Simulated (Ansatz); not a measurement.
Pulling on the N3–H4 bond in GeH3N (SMILES [NH2][GeH]) (multiplicity 1 held, fragments rigid). Energies count from the point at 1.008 Å.
Geometry at that point (charge 0, multiplicity 1):
```xyz
5

Ge    -0.14236     0.24007     0.31201
H     -0.50045     1.34586    -0.79743
N      0.51606    -0.92124    -0.93852
H      0.55853    -0.75427    -1.93200
H      0.88510    -1.82501    -0.68514
```

Signs of static correlation in cc-pVDZ, with CASSCF(2,2), from Ansatz (a quantum-chemistry and plane-wave program) runs.

```csv
R (Å),T1 of restricted CCSD,⟨S²⟩ of UHF,largest double amplitude of restricted CCSD,weight of the CASSCF reference in MRCISD,CASSCF natural occupations
0.807,0.020,0.000,0.068,0.905,1.99 0.01
0.907,0.020,0.000,0.067,0.904,1.99 0.01
1.008,0.020,0.000,0.066,0.903,1.98 0.02
1.109,0.021,0.000,0.065,0.903,1.98 0.02
1.210,0.022,0.000,0.065,0.902,1.97 0.03
1.361,0.024,0.000,0.067,0.900,1.94 0.06
1.512,0.026,0.084,0.069,0.899,1.91 0.09
1.765,0.031,0.665,0.094,0.896,1.81 0.19
2.017,0.036,…,…,0.892,1.68 0.32
2.319,0.041,1.041,0.346,0.887,1.49 0.51
2.722,0.048,1.185,0.538,0.884,1.28 0.72
3.227,0.054,1.219,0.692,0.883,1.13 0.87
```

**Question.** Some entries are withheld; supply them.

**Answer.** 
- 2.017, ⟨S²⟩ of UHF: 0.903
- 2.017, largest double amplitude of restricted CCSD: 0.189

Doubts at one or more of the structures used: a restricted determinant that unrestricted orbitals would lower (R-CCSD(T)/cc-pVDZ); other coupled-cluster roots lie near (R-CCSD(T)/cc-pVDZ); T1 above 0.05 (R-CCSD(T)/cc-pVDZ, U-CCSD(T)/cc-pVDZ); a spin-contaminated determinant (U-CCSD(T)/cc-pVDZ); the program's own flag: large difference (U-CCSD(T)/cc-pVDZ).
